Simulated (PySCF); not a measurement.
C₂H₆N₂OSi, SMILES N[Si@@H]1COC=N1. The structure is a stationary point at PBE-D3(BJ)/def2-SVP. The structure was generated by enumeration; whether it is a known compound was not checked. The values are those of a single conformer.

Computed with PBE-D3(BJ)/def2-SVP run with PySCF 2.14.0.

Harmonic wavenumbers (cm⁻¹): 122, 161, 263, 279, 418, 452, 474, 602, 644, 699, 746, 782, 831, 866, 905, 916, 944, 1063, 1158, 1207, 1309, 1390, 1497, 1640, 2193, 2993, 3050, 3052, 3487, 3582. Rotational constants (GHz): 5.703, 2.459, 1.991; symmetry number 1.

Task: Work out the zero-point energy and the ideal-gas rigid-rotor harmonic-oscillator thermochemistry at 298.15 K and 1 atm.

Result: ZPE = ½ Σ hcν = ½ × 37724 cm⁻¹ = 225.64 kJ/mol. H − E(el) = 246.04 kJ/mol. Entropy in J/(mol K): translation 166.45, rotation 112.32, vibration 57.58, total 336.35. G − E(el) = 145.76 kJ/mol. Cp = 113.94 J/(mol K). Modes under 150 cm⁻¹ make the vibrational entropy uncertain.
